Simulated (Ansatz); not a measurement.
Cost and result for the atomization energy of `N#CB(F)F` (5 atoms, 4 bonds).

Cartesian coordinates in Å:
```
N 0.991 0.029 1.858
C 0.450 0.013 0.844
B -0.276 -0.008 -0.518
F 0.345 -0.444 -1.580
F -1.510 0.410 -0.604
```

Total charge 0; spin multiplicity 1. The geometry is a stationary point of PBE0-D4/def2-TZVP. Program: Ansatz. All runs use 2 threads of a server CPU on a shared host. Times are those of one run each, without the atoms' runs, and a repeat can differ threefold. Electronic energies, without spin–orbit coupling; frozen cores. CCSD(T)/CBS adds CCSD(T) − MP2 in def2-TZVPP to the MP2 limit, and its time is that of the two runs behind it. T1 = 0.014. HSE06 is the plane-wave form, built on full-range PBE exchange.

CCSD(T)/CBS is a level of theory with its own doubt, some kJ/mol a heavy atom from the limit and from the frozen cores, so smaller differences don't rank the functionals.

```tsv
level	functions	wall time
LDA (SPW92)/def2-TZVPP	155	0.45 s
revPBE-D4/def2-TZVPP	155	0.75 s
BLYP-D4/def2-TZVPP	155	0.8 s
PBE0-D4/def2-TZVPP	155	0.8 s
HSE06-D4/def2-TZVPP	155	1.1 s
CCSD(T)/def2-SVP	70	1.2 s
RPA@PBE/def2-TZVPP	155	1.6 s
PBE-QIDH/def2-TZVPP	155	1.9 s
B2PLYP/def2-TZVPP	155	2 s
ωB97X-V/def2-TZVPP	155	2.6 s
MP2/def2-QZVPP	285	5.5 s
CCSD(T)/def2-TZVPP	155	13 s
CCSD(T)/CBS(def2)	–	18 s
```

**Question.** What atomization energy does each give, and how far from CCSD(T)/CBS? (Estimate.)

**Answer.** Ansatz gave: 
| level | atomization (kcal/mol) | difference from CCSD(T)/CBS | per bond |
| --- | --- | --- | --- |
| LDA (SPW92)/def2-TZVPP | 721.9 | 110.1 | 27.5 |
| revPBE-D4/def2-TZVPP | 619.9 | 8.1 | 2.0 |
| BLYP-D4/def2-TZVPP | 626.2 | 14.4 | 3.6 |
| PBE0-D4/def2-TZVPP | 616.5 | 4.7 | 1.2 |
| HSE06-D4/def2-TZVPP | 617.3 | 5.5 | 1.4 |
| CCSD(T)/def2-SVP | 586.8 | -25.0 | -6.2 |
| RPA@PBE/def2-TZVPP | 557.7 | -54.1 | -13.5 |
| PBE-QIDH/def2-TZVPP | 610.6 | -1.2 | -0.3 |
| B2PLYP/def2-TZVPP | 614.3 | 2.5 | 0.6 |
| ωB97X-V/def2-TZVPP | 613.6 | 1.8 | 0.5 |
| MP2/def2-QZVPP | 640.0 | 28.2 | 7.1 |
| CCSD(T)/def2-TZVPP | 594.9 | -16.9 | -4.2 |
| CCSD(T)/CBS(def2) | 611.8 | 0.0 | 0.0 |

From r2SCAN to r2SCAN0 (25 % exact exchange), in def2-TZVPP and without D4, the atomization energy moves by −21.8 kcal/mol: exact exchange takes away binding that semilocal exchange gives to molecules. At CCSD(T), def2-SVP lies −25.0 kcal/mol from the extrapolated value and def2-TZVPP −16.9 kcal/mol: correlation converges slowly with the basis, and small sets miss more of it in the bonded molecule than in its fragments. In def2-TZVPP, CCSD(T) changes the Hartree–Fock value by +161.8 kcal/mol (the triples alone add +14.8 kcal/mol) and MP2 by +196.8 kcal/mol; breaking electron pairs costs correlation energy, which Hartree–Fock lacks.
